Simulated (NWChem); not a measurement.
AlH₃S; SMILES [AlH2][SH]

```xyz
5

Al     0.1386    -1.1552     0.0545
H      1.3498    -2.0077    -0.5026
H     -1.2991    -1.7344     0.3850
S      0.5249     0.9724     0.3756
H     -0.7202     1.2475     0.8238
```
Atoms are numbered in this order, from 1.

Program: NWChem. Geometry optimised at PBE0/def2-SVP; all other runs use it. Pople sets run with spherical d functions.

```json
[
 {"quantity": "−ε(HOMO) (eV)", "level": "B3LYP/6-31+G*", "value": "(withheld)"},
 {"quantity": "orbital gap (eV)", "level": "B3PW91/def2-SVP", "value": "(withheld)"},
 {"quantity": "first state with f > 0.002 (eV), Al K edge, unshifted", "level": "PBE0/6-311G**, TDA", "value": "1524.2"},
 {"quantity": "vertical, lowest state with f > 0.02, singlet (eV)", "level": "LDA (Slater exchange, VWN5)/6-31+G*, TDA", "value": "(withheld)"},
 {"quantity": "dipole (D)", "level": "PBE0/def2-SVP", "value": "1.13"},
 {"quantity": "highest harmonic frequency (cm⁻¹)", "level": "PBE0/def2-SVP", "value": "2717"}
]
```

Question: Some entries are withheld; supply them.

Answer: 
- −ε(HOMO) (eV), value: 7.58
- orbital gap (eV), value: 6.07
- vertical, lowest state with f > 0.02, singlet (eV), value: 5.07
